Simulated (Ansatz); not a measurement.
How methods differ on SbH2 (SMILES [SbH2])

The species is SbH2 (3 atoms), meant as a doublet with charge 0. As SMILES, `[SbH2]`. The coordinates come from a PBE0-D4/def2-TZVP relaxation.

```csv
atom,x (Å),y (Å),z (Å)
Sb,0.6598,-0.3463,0.3157
H,0.0467,1.2442,0.1632
H,-0.7173,-0.9627,-0.4921
```

Each level gives the vertical electron affinity (to the singlet anion) (eV). The values are calculated.

The electron affinity is E(neutral) − E(anion): positive where the electron is bound.

```
           level                   kind  program  value (eV)  less FCI/STO-3G
      UHF/STO-3G           Hartree–Fock   Ansatz       -4.08            +0.08
     UPBE/STO-3G                    GGA   Ansatz       -2.93            +1.23
U-r2SCAN0/STO-3G        hybrid meta-GGA   Ansatz       -2.95            +1.21
   UB3LYP/STO-3G          global hybrid   Ansatz       -2.88            +1.28
  UB2PLYP/STO-3G          double hybrid   Ansatz       -3.33            +0.83
  RPA@PBE/STO-3G                    RPA   Ansatz       -4.22            -0.06
     UMP2/STO-3G    perturbation theory   Ansatz       -4.09            +0.07
 UCCSD(T)/STO-3G  coupled cluster or CI   Ansatz       -4.16             0.00
UCCSDT(Q)/STO-3G  coupled cluster or CI   Ansatz       -4.16             0.00
      FCI/STO-3G     exact in the basis   Ansatz       -4.16             0.00
```

FCI/STO-3G is exact within its basis and frozen core, so for wave-function methods in that basis the difference is their error; functionals converge differently with the basis, so for them it is only a difference. All-electron rows without a relativistic Hamiltonian named are non-relativistic. Spin-orbit coupling, which can split open shells on such heavy atoms by tenths of an eV, is left out. The values span -4.22 to -2.88 eV. All rows use very small basis sets, so even the best lies far from the true value. In the correlated wave-function rows the outer d shell of Sb is correlated, in sets not made for it. Negative values mean that the anion is unbound at that level; they are set by how diffuse the basis is and aren't properties of the molecule.
